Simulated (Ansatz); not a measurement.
Species: sum formula AlNH2F2, charge 0, multiplicity 1. 
Geometry from a B3LYP-D3(BJ)/def2-TZVP (Ansatz, an electronic-structure program) optimisation:
SMILES: [NH2][Al]([F])[F]
```xyz
6

N     -1.6977    -0.1534    -0.0220
Al     0.0437     0.0040     0.0006
F      0.7548     1.4844    -0.0977
F      1.0059    -1.3253     0.1205
H     -2.3392     0.6196    -0.0934
H     -2.1919    -1.0290     0.0347
```

Wanted: vertical triplet-singlet gap (E(triplet) - E(singlet); each state is the SCF solution reached for its spin), in kcal/mol. Valence correlation only, unless marked. Open shells are spin-unrestricted. Spin-orbit coupling is left out. Non-relativistic. CBS marks a two-point X^-3 extrapolation of the correlation energy; Hartree-Fock from the larger set.

CCSD(T)/CBS(aug-cc-pV(T+d)Z,aug-cc-pV(Q+d)Z) (Ansatz) gives 132.2 kcal/mol.

**Question.** Another calculation gave 124.7 kcal/mol. Which level was it?
A. B2PLYP/def2-TZVPD (Ansatz)
B. wB97M-V/def2-TZVPD (Ansatz)
C. B3LYP/def2-TZVPD (Ansatz)
D. wB97X-V/def2-TZVPD (Ansatz)

**Answer.** C, B3LYP/def2-TZVPD (Ansatz). The others give 128.2 (B2PLYP), 134.3 (wB97X-V), 131.7 (wB97M-V) kcal/mol.
